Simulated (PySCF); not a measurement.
Re(O)3(Me) cation (CH3O3Re), SMILES [CH3][Re](=[O])(=[O])=[O] (connectivity only; charge and spin as stated), charge +1, multiplicity 2.

Geometry optimised at B3LYP-D3(BJ)/def2-SVP. The spin state was assumed, not searched. The isomer is the one that the SMILES or the coordinates give; other isomers of the formula were not compared. The def2 effective core potentials stand for the cores of Re; spin–orbit coupling is left out.

Two levels are set side by side: PBE/def2-TZVP (PySCF) and M06-2X/def2-TZVP (PySCF). Same geometry, gas phase. Differences are taken from unrounded values.

```json
[
 {"quantity": "α-spin orbital gap (eV)", "M06-2X": "8.43"},
 {"quantity": "β-spin orbital gap (eV)", "M06-2X": "5.88"},
 {"quantity": "mean polarisability (bohr³)", "M06-2X": "53.9"}
]
```

**Question.** What does PBE give, and how far is it from M06-2X? (An estimate is asked for; the answer gives what the named calculation found.)

**Answer.** 
```csv
quantity,PBE,PBE minus M06-2X
α-spin orbital gap (eV),4.09,-4.34
β-spin orbital gap (eV),0.48,-5.40
mean polarisability (bohr³),58.1,4.1
```

PBE's more diffuse valence density responds more strongly to a field. Differences between two approximate levels are no errors against the true value.

Rough cost on one machine, each run with all the roots and properties that it gave: M06-2X against PBE about 2 times.
